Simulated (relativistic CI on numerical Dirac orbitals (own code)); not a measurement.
Method of calculation: Dirac-Coulomb-Breit CI, separate exchange-only KLI orbitals for each configuration, model QED (radiative potential, 1s self-energy scaled to tabulated hydrogen-like ionisation energies), unscaled Slater integrals (own radial code, finite nucleus).

Configuration list (outside the closed core [Ne]): 3s²3p⁶3d⁸, 3s²3p⁵3d⁹, 3s²3p⁴3d¹⁰, 3s3p⁶3d⁹, 3p⁶3d¹⁰, 3s3p⁵3d¹⁰, 3s²3p⁶3d⁷4s, 3s²3p⁶3d⁷4p, 3s²3p⁴3d⁹4s, 3s²3p⁶3d⁷4d, 3s²3p⁴3d⁹4p, 3s²3p⁵3d⁸4s, 3s²3p⁶3d⁷4f, 3s²3p⁴3d⁹4d, 3s3p⁵3d⁹4s, 3s²3p⁵3d⁸4p, 3s3p⁵3d⁹4p, 3s²3p⁶3d⁶4s², 3s²3p⁵3d⁸4d, 3s3p⁵3d⁹4d, 3s3p⁶3d⁸4s, 3p⁶3d⁹4s, 3s²3p⁶3d⁶4s4p, 3s²3p⁵3d⁸4f, 3s²3p⁶3d⁷5s, 3p⁶3d⁹4p, 3s3p⁶3d⁸4p, 3s²3p⁶3d⁶4p², 3s²3p⁶3d⁶4s4d, 3s²3p⁶3d⁷5p, 3s²3p⁵3d⁷4s², 3s²3p⁶3d⁷5d, 3p⁶3d⁹4d, 3s²3p⁶3d⁶4p4d, 3s3p⁶3d⁸4d, 3s²3p⁶3d⁷5f. Levels of other configurations are missing.

At this charge energies of transitions that change n are usually good to better than 1 %, and those within a shell (Δn = 0) to a few per cent.

Outline of the computed level scheme of Os LI. Lowest level of each configuration: 3s²3p⁶3d⁸ ³F4 at 0.00 eV; 3s²3p⁵3d⁹ ³F°4 at 451.26 eV; 3s²3p⁴3d¹⁰ ³P2 at 933.56 eV; 3s3p⁶3d⁹ ³D3 at 1066.36 eV; 3s3p⁵3d¹⁰ ³P°2 at 1520.64 eV; 3s²3p⁶3d⁷4s ⁵F5 at 1779.15 eV.

Some strong electric-dipole decays among the lowest 45 levels: 3s²3p⁴3d¹⁰ ¹D2 → 3s²3p⁵3d⁹ ³F°3 (5.9e+12 s⁻¹); 3s²3p⁵3d⁹ ¹F°3 → 3s²3p⁶3d⁸ ¹G4 (5.4e+12 s⁻¹); 3s3p⁶3d⁹ ³D3 → 3s²3p⁵3d⁹ ³F°4 (3.6e+12 s⁻¹); 3s3p⁶3d⁹ ¹D2 → 3s²3p⁵3d⁹ ³F°3 (2.8e+12 s⁻¹); 3s3p⁵3d¹⁰ ³P°2 → 3s²3p⁴3d¹⁰ ³P2 (2.7e+12 s⁻¹); 3s²3p⁵3d⁹ ³P°2 → 3s²3p⁶3d⁸ ³P2 (2.5e+12 s⁻¹); 3s²3p⁵3d⁹ ³P°2 → 3s²3p⁶3d⁸ ³F3 (2.3e+12 s⁻¹); 3s3p⁶3d⁹ ³D2 → 3s²3p⁵3d⁹ ³D°3 (2.3e+12 s⁻¹).

LS names give the leading component of a level, which can be under half, so a name can repeat, a term be missing and a line seem to break the LS rules.
